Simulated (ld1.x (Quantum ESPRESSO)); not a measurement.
# Te, TM: configuration errors across variants

- Element: tellurium (Te)
- Generator: ld1.x (Quantum ESPRESSO) 7.5
- Type: norm-conserving Troullier–Martins (Kleinman–Bylander form)
- Functional: PBE
- Relativity: scalar-relativistic
- Frozen core: [Kr]
- Valence charge: 16
- Reference configuration: 4d10 5s2 5p4
- Partial waves: 5s (bound): rc 1.85 bohr; 4d (bound): rc 1.30 bohr; 5p (bound): rc 2.15 bohr
- Local potential: the p channel
- Core correction: Bessel-smoothed model core inside 1.15 bohr

All-electron excitation energies from the reference (eV): (1) 4d10 5s2 5p3 9.729; (2) 4d10 5s2 5p2 27.653; (3) 4d10 5s2 5p1 54.551; (4) 4d10 5s2 5p0 91.034; (5) 4d10 5s1 5p4 19.571; (6) 4d9 5s2 5p4 49.254; (7) 4d10 5s2 5p3.5 3.897.

3 further variants failed, have other tests or another functional or relativity, and are left out.

Errors AE − PS in meV (a dash: test not solved or not reliable):

| change | (1) | (2) | (3) | (4) | (5) | (6) | (7) | bound ghosts |
| --- | --- | --- | --- | --- | --- | --- | --- | --- |
| base | -0.3 | +3.2 | +11 | +17 | +0.2 | -437 | -0.5 | none |
| wave 4d (bound): rc 1.30 bohr becomes 4d (bound): rc 1.88 bohr | -0.4 | +3.2 | +11 | +15 | 0.0 | -275 | -0.5 | none |
| wave 5s (bound): rc 1.85 bohr becomes 5s (bound): rc 1.60 bohr | -0.3 | +3.5 | +12 | +21 | +0.1 | -418 | -0.5 | none |
| local potential the s channel | -0.9 | -0.3 | +0.4 | -6.9 | -1.1 | -458 | -0.7 | none |
| wave 5p (bound): rc 2.15 bohr becomes 5p (bound): rc 2.24 bohr | -0.2 | +3.6 | +12 | +19 | +0.6 | -430 | -0.5 | none |

Give the same row for: core correction none.

-0.4, +4.4, +21, +60, +2.9, -370, -0.5; bound ghosts: none.
